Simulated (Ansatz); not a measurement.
CH6AsCu⁺, that is Cu(AsH3)Me with one electron fewer. Total charge 1; doublet. Geometry B3LYP-D4/def2-SVP; atoms count from 1.

Cartesian coordinates in Å:
```
Cu 0.1049 0.2845 -0.1453
As -0.6410 -1.7395 0.9087
H -2.0973 -2.0974 0.7622
H -0.4774 -1.8411 2.4030
H 0.0082 -3.0259 0.4686
C 0.7282 1.9761 -1.0318
H 1.7683 2.0205 -0.6780
H 0.0281 2.7040 -0.5972
H 0.5780 1.7188 -2.0901
```

(1) Estimate the Mulliken populations from the PBE0/def2-TZVP orbitals of Ansatz.

(2) Where does the spin sit?

(3) And the Mayer bond orders between heavy atoms (over 0.3)?

## Answers

(1) 
```
atom  charge (e)  spin (α − β)  d electrons
 Cu1        0.10          0.38         9.84
 As2        0.10          0.00            –
  H3        0.16          0.00            –
  H4        0.16          0.00            –
  H5        0.16          0.00            –
  C6       -0.28          0.67            –
  H7        0.20         -0.02            –
  H8        0.20         -0.02            –
  H9        0.20         -0.02            –
```
Mulliken values depend strongly on the basis.

(2) Summed by element: Cu 0.38, As 0.00, H -0.05, C 0.67, of 1 unpaired in all. Largest on single atoms: C6 0.67, Cu1 0.38, H9 -0.02.

(3) Cu1–As2 0.82 (2.40 Å); Cu1–C6 0.67 (2.01 Å).
